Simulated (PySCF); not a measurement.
Question: Write a Z-matrix for `CC(C)OC1=C[O][AlH2-][O+]=C1` as optimised with PBE0-D3(BJ)/def2-SVP.

Answer: 
Z-matrix in Å and degrees, rows numbered from 1:
```
C 
C   1  1.5121
C   2  1.5171  1  113.00
O   2  1.4328  1  106.24  3   122.34
C   4  1.3627  2  116.26  1   164.17
C   5  1.4017  4  119.63  2    99.56
O   6  1.2667  5  125.65  4   177.58
Al  7  1.8696  6  127.44  5     1.42
O   8  1.8693  7   92.81  6    -4.07
C   9  1.2670  8  127.30  7     3.79
H   1  1.1006  2  110.17  3   -59.62
H   1  1.0991  2  110.50  3  -179.09
H   1  1.0995  2  110.70  3    60.37
H   2  1.1084  1  109.30  3  -121.35
H   3  1.1001  2  110.47  1   -60.69
H   3  1.1006  2  111.59  1   179.92
H   3  1.1012  2  110.34  1    59.12
H   6  1.1039  5  117.08  4    -1.01
H   8  1.5866  7  109.33  6  -115.71
H   8  1.5886  7  108.80  6   106.91
H  10  1.1046  5  117.08  4     1.08
```

O4 (ether oxygen) is bent (angle 116.3°). Of the pairs four or more bonds apart, C5···H16 is among the closest relative to their van der Waals radii: 2.79 Å, 96 % of the sum of Bondi's values. The 6-membered ring C5–C6–O7–Al8–O9–C10 has internal angles of 92.8° to 127.4° (sum 720°, against 720° for a flat polygon); it is almost planar, 0.02 Å rms from its mean plane, widest ring torsion 4°. Al8 (aluminium bonded to 2 O and 2 H) has angles from 92.8° to 123.4°.

Method: PBE0-D3(BJ)/def2-SVP geometry optimisation, gas phase (PySCF).

Point group: C1 (no symmetry element, even within 0.4 Å). PBE0-D3(BJ)/def2-SVP frequencies: not computed here. The numbers are those of one conformer (C1–C2–O4–C5 164°, C2–O4–C5–C6 100°).
